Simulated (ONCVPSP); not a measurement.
platinum (Pt): ONCV pseudisation with LDA (Perdew-Wang 92), scalar-relativistic reference atom.

platinum (Pt), optimised norm-conserving Vanderbilt (ONCV), made with ONCVPSP 4.0.1 (LDA (Perdew-Wang 92), scalar-relativistic). Core [Kr] 4d10, reference 4f14 5s2 5p6 5d9 6s1. Waves: 5s+6s: rc 1.50 bohr, ncon 4, nbas 8, qcut 7.5 1/bohr, 2 projectors; 5p: rc 1.40 bohr, ncon 4, nbas 9, qcut 10.2 1/bohr, 2 projectors, debl 3.8 Ha; 5d: rc 1.35 bohr, ncon 4, nbas 8, qcut 7.2 1/bohr, 1 projector; 4f: rc 0.60 bohr, ncon 4, nbas 9, qcut 27.7 1/bohr, 2 projectors, debl 1.6 Ha. Local part: polynomial inside 0.50 bohr (lpopt 5, dvloc0 2 Ha). Core correction: none.

In the f channel the program set the typed energies aside and used -2.591, 0.250 Ha.

- Cutoffs needed: 339 Ha and 369 Ha (the cutoffs (Ha) at which the residual kinetic energy of the hardest occupied pseudo-wave falls to 1 and 0.1 mHa per electron)
- Ghost test: ghosts flagged at negative energy: s at -1254.5 eV, p at -567.2 eV, d at -125.2 eV; GHOST(+) flagged for s at 172.6 eV; a true bound ghost makes a file unfit for plane-wave use
- Largest excitation error: -14 meV (all-electron minus pseudo) for 4f14 5s2 5p6 5d7 6s0, out of 4 test configurations
